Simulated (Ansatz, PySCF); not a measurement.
Gas-phase reaction (SMILES): CCC[Si](O)(O)O [trihydroxy(propyl)silane] + Cl (HCl) → O[Si](O)(O)Cl [chloro(trihydroxy)silane] + CCC [propane]; hydrogen chloride cleaves one Si-C bond, a model of a ligand-exchange step.

Geometries: B3LYP-D3(BJ)/def2-TZVP minima from Ansatz (an electronic-structure program), one conformer each, not searched for the lowest. Correlated levels leave the core frozen unless marked. No spin-orbit coupling. No relativistic terms. CBS marks a two-point X^-3 extrapolation of the correlation energy; Hartree-Fock from the larger set. The bracket is a focal-point correction in the basis named. Thermal terms are rigid-rotor harmonic-oscillator values from B3LYP-D3(BJ) frequencies (Ansatz or PySCF) at 298.15 K and 1 atm. 1 Eh = 627.5095 kcal/mol.

| species | E, RI-MP2/CBS(cc-pV(T+d)Z,cc-pV(Q+d)Z)+[CCSD(T)-MP2]/cc-pV(T+d)Z (Ansatz) (Eh) | E, B3LYP-D3(BJ)/def2-TZVPD (Ansatz + dftd3) (Eh) | H - E (Eh) |
|---|---|---|---|
| CCC[Si](O)(O)O | -634.95978 | -635.89240 | 0.14830 |
| Cl (HCl) | -460.37804 | -460.83744 | 0.01000 |
| O[Si](O)(O)Cl | -976.39981 | -977.56778 | 0.05273 |
| CCC | -118.97835 | -119.20255 | 0.10859 |

**Question.** Work out ΔE and ΔH at 298.15 K at the first level, then ΔH at the second.

**Answer.** 
1. ΔE = [(-976.39981) + (-118.97835)] - [(-634.95978) + (-460.37804)] = -0.04034 Eh = -25.3 kcal/mol at RI-MP2/CBS(cc-pV(T+d)Z,cc-pV(Q+d)Z)+[CCSD(T)-MP2]/cc-pV(T+d)Z.
2. The terms H - E add up to 0.00302 Eh, so ΔH = (-0.04034 + (0.00302))×627.5095 = -23.4 kcal/mol.
3. At B3LYP-D3(BJ)/def2-TZVPD the same steps give ΔE = -25.4 and ΔH = -23.5 kcal/mol, a shift of -0.1 from the first level.
4. These values are not checked against measurement here, since the tables used lack a sound gas-phase enthalpy of formation for at least one species.
